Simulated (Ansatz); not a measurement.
Calculated with Ansatz (gas phase, PBE0-D4/def2-TZVP geometries, no zero-point term in ΔE). CBS: MP2 limit from def2 TZ/QZ plus the TZ coupled-cluster correction, frozen cores. DFT in def2-TZVPP. One conformer a species, not always the lowest.

Consider the ligand exchange at the Si–S bond: `O[SiH2]S[SiH2]Cl` + `BN[SiH3]` → `BN([SiH3])[SiH2]Cl` + `O[SiH2]S`.

`O[SiH2]S[SiH2]Cl`:

Z-matrix (Å, degrees):
```
Si
S 1 2.145
O 1 1.638 2 112.0
H 1 1.483 2 103.8 3 122.9
H 1 1.478 2 111.1 3 -117.2
Si 2 2.121 1 97.5 3 47.5
H 3 0.959 1 118.5 2 44.2
Cl 6 2.059 2 111.6 1 -83.8
H 6 1.479 2 110.9 1 35.8
H 6 1.477 2 107.5 1 158.9
```

`BN[SiH3]`:

```xyz
9

B    -1.350   -0.676   -0.388
N    -0.274    0.200   -0.560
Si    1.088    0.404    0.514
H    -1.378   -1.377    0.583
H    -2.221   -0.712   -1.209
H    -0.287    0.775   -1.391
H     2.358    0.101   -0.198
H     0.902   -0.523    1.652
H     1.162    1.808    0.996
```

`BN([SiH3])[SiH2]Cl`:

Z-matrix (Å, degrees):
```
Si
N 1 1.762
H 1 1.482 2 109.6
H 1 1.485 2 107.5 3 -119.5
H 1 1.482 2 110.3 3 121.0
Si 2 1.734 1 121.2 3 126.2
B 2 1.412 1 117.6 3 -55.9
Cl 6 2.055 2 109.9 1 66.7
H 6 1.476 2 109.3 1 -174.2
H 6 1.479 2 110.1 1 -50.2
H 7 1.198 2 120.3 1 -178.1
H 7 1.201 2 119.0 1 2.1
```

`O[SiH2]S`:

Cartesian coordinates in Å:
```
O -0.673 0.582 1.211
Si 0.312 0.431 -0.094
S -0.099 -1.299 -1.272
H -1.617 0.524 1.057
H 0.148 1.541 -1.065
H 1.676 0.392 0.473
H 0.252 -2.171 -0.311
```

| level | ΔE (eV) |
| --- | --- |
| ωB97M-V | 0.17 |
| B2PLYP | 0.15 |
| PBE0 | 0.24 |
| HF/def2-TZVPP | 0.07 |
| MP2/def2-QZVPP | 0.16 |
| SCS-MP2/def2-QZVPP | 0.13 |
| HF/CBS(def2) | 0.06 |
| CCSD/CBS(def2) | 0.13 |

Q: What does CCSD(T)/CBS give? (Best estimate.)

A: Ansatz gave: +0.15 eV. The listed levels differ from it by 0.02, 0.00, 0.09, -0.08, 0.01, -0.02, -0.09, -0.02 eV.

Largest T1 diagnostic among the species: 0.012.

In def2-TZVPP, CCSD(T) changes the Hartree–Fock value by +0.04 eV (the triples alone add +0.02 eV) and MP2 by +0.07 eV.
